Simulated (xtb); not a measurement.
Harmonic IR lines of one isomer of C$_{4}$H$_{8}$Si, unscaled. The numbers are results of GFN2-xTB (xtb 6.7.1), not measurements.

```
wavenumber (cm⁻¹)  relative intensity
-----------------  ------------------
308                               7.8
461                                12
647                                33
695                               7.8
738                                10
819                                27
867                                62
1146                              4.3
1377                              3.3
1470                              3.8
1650                              8.8
2264                              100
2992                               20
3005                              6.6
3021                              9.6
3028                              6.0
3044                              8.1
3052                               29
```

Which structure gives these lines?
A. `C=C=[Si](C)C`
B. `[SiH3]C1=CCC1`
C. `CCC=C=[SiH2]`
D. `CC1=C[Si@@H]1C`

D, `CC1=C[Si@@H]1C`
